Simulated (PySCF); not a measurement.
BH, SMILES [BH] (connectivity only; charge and spin as stated), charge +1, multiplicity 2.

The structure is a stationary point at B3LYP-D3(BJ)/def2-TZVPD. The multiplicity is an assumed one; other spin states were not compared.

Method: B3LYP-D3(BJ)/def2-TZVPD in PySCF 2.14.0.

Harmonic, unscaled wavenumbers; measured fundamentals usually lie a few per cent lower.

| mode | ν (cm⁻¹) | IR (km/mol) | moving atoms (share of kinetic energy) |
|---|---|---|---|
| 1 | 2537 | 65.6 | H 91 %, B 9 % |
